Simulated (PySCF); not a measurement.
B₂Cl₂H₆N₂.
Atom-mapped SMILES: `[NH2:1][B@H-:2]([NH3+:3])[B:4]([Cl:5])[Cl:6]` (hydrogens: H7, H8 on N1; H9 on B2; H10, H11, H12 on N3)

Level of theory: PBE0-D3(BJ)/def2-SVP geometry optimisation, gas phase (PySCF).

Give the optimised bond lengths and angles.

```csv
bond,length (Å)
N1–B2,1.494
B2–N3,1.681
B2–B4,1.702
B4–Cl5,1.762
B4–Cl6,1.791
"N1–H7, N1–H8",1.014
B2–H9,1.238
"N3–H10, N3–H11, N3–H12",1.021
```

Bonds in one row agree within 0.01 Å and their mean is given. A selection of angles:
```csv
angle,degrees
B2–N1–H7,115.7
H7–N1–H8,107.7
N1–B2–N3,106.3
N1–B2–B4,119.0
N1–B2–H9,114.8
N3–B2–B4,107.0
N3–B2–H9,102.5
B4–B2–H9,105.6
B2–N3–H10,113.4
B2–N3–H11,105.6
B2–N3–H12,111.7
H10–N3–H11,109.8
H10–N3–H12,107.5
B2–B4–Cl5,123.0
B2–B4–Cl6,121.8
Cl5–B4–Cl6,115.2
```

Dihedral angles: N1–B2–B4–Cl5 -48° (synclinal).

B4 (three-coordinate boron) is planar (angles 123.0°, 121.8° and 115.2°, sum 360.0°, 0.02 Å off the plane of its three neighbours). N3 (nitrogen bonded to B and 3 H) is distorted tetrahedral (angles from 105.6° to 113.4°). N1 (boron-bound nitrogen) is pyramidal (angles 115.7°, 115.2° and 107.7°, sum 338.6°, 0.31 Å off the plane of its three neighbours). The 2 B–Cl bonds span 1.762 Å (B4–Cl5, drawn single) to 1.791 Å (B4–Cl6, drawn single), a spread of 0.029 Å. Of the pairs four or more bonds apart, Cl6···H12 is among the closest relative to their van der Waals radii: 2.72 Å, 92 % of the sum of Bondi's values. B2 (four-coordinate boron) is distorted tetrahedral (angles from 102.5° to 119.0°). The B–N distances run from 1.494 Å (N1–B2, drawn single) to 1.681 Å (B2–N3, drawn single), a spread of 0.187 Å.

Point group: C1 (no symmetry element, even within 0.4 Å). PBE0-D3(BJ)/def2-SVP frequencies: not computed here. One conformer, not necessarily the lowest (H–N1–B2–N3 122° and -111°, N1–B2–B4–Cl5 -48°).
